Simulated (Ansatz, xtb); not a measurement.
## Two structures of F2H2Se2Zr

We compare I, a singlet given by its coordinates, with II, a singlet given by its coordinates. Both are isolated molecules in the gas phase, relaxed with PBE0-D4/def2-SVP.

I (Å):

```json
{"atom": "F", "x (Å)": "0.6012", "y (Å)": "-2.2163", "z (Å)": "-0.5290"}
{"atom": "F", "x (Å)": "1.0818", "y (Å)": "-0.0581", "z (Å)": "1.6924"}
{"atom": "Se", "x (Å)": "-2.3931", "y (Å)": "-0.3160", "z (Å)": "0.4436"}
{"atom": "Se", "x (Å)": "0.6506", "y (Å)": "1.2700", "z (Å)": "-1.6721"}
{"atom": "Zr", "x (Å)": "0.1366", "y (Å)": "-0.4995", "z (Å)": "0.1135"}
{"atom": "H", "x (Å)": "-2.1077", "y (Å)": "0.7653", "z (Å)": "1.4089"}
{"atom": "H", "x (Å)": "2.0918", "y (Å)": "0.9866", "z (Å)": "-1.5030"}
```

Close contacts (Å): F1–Zr5 1.89, F2–Zr5 1.89, Se3–Zr5 2.56, Se4–Zr5 2.57, Se3–H6 1.48, Se4–H7 1.48, Zr5–H6 2.88, Zr5–H7 2.94.

II (Å):

```xyz
7

F    -1.2120    2.1636   -2.1708
F     0.4878   -0.5327   -2.1842
Se   -2.1525   -0.1203    0.3910
Se    1.4853    1.8319    0.3379
Zr   -0.3440    0.8234   -1.1607
H    -1.1892   -1.1695    0.7811
H     2.4774    1.1432   -0.5124
```

Close contacts (Å): F1–Zr5 1.89, F2–Zr5 1.89, Se3–Zr5 2.56, Se4–Zr5 2.57, Se3–H6 1.48, Se4–H7 1.48, Zr5–H6 2.91, Zr5–H7 2.91.

Estimate which is lower in electronic energy at CCSD(T)/def2-SVP + ΔMP2/def2-TZVPP, and by roughly how much.

CCSD(T)/def2-SVP + ΔMP2/def2-TZVPP gives E(II) − E(I) = +0.10 kcal/mol, slightly favouring structure I, which is too small a margin to settle the true order.

The same difference at several levels:

```
                             level          geometry  E(II) − E(I) (kcal/mol)  departure from the last row (kcal/mol)  job, with rough time for the two
                  PBE0-D4/def2-SVP  PBE0-D4/def2-SVP                     +0.15                                   +0.06             optimisation, 2.6 min
                       HF/def2-SVP  PBE0-D4/def2-SVP                     −0.03                                   −0.13           part of the CCSD(T) run
                      MP2/def2-SVP  PBE0-D4/def2-SVP                     +0.08                                   −0.02           part of the CCSD(T) run
                  CCSD(T)/def2-SVP  PBE0-D4/def2-SVP                     +0.07                                   −0.03                      single point
CCSD(T)/def2-SVP + ΔMP2/def2-TZVPP  PBE0-D4/def2-SVP                     +0.10                                                     single point, 2.7 min
```

The largest departure from CCSD(T)/def2-SVP + ΔMP2/def2-TZVPP is that of HF/def2-SVP, 0.13 kcal/mol. Levels run at GFN2-xTB geometries aren't shown. The last row adds to CCSD(T) the change of the MP2 difference between the two basis sets, here +0.03 kcal/mol.

With thermal terms from frequencies at re-optimised GFN2-xTB minima (ideal gas, soft modes damped towards free rotors, one conformer each, 298.15 K, 1 atm): on the last row, ΔE + ΔZPE = +0.11, ΔH = +0.09, ΔG = +0.14 kcal/mol.

The correlated steps freeze 20 core orbitals; the filled d shell of Se is correlated, in a basis made for valence electrons. Atoms past krypton carry core potentials in the def2 sets and no spin–orbit term is included. Codes used: Ansatz 0.2.0, xtb 6.7.1; the last row on 2 threads of Arm Neoverse V2 on a shared host.
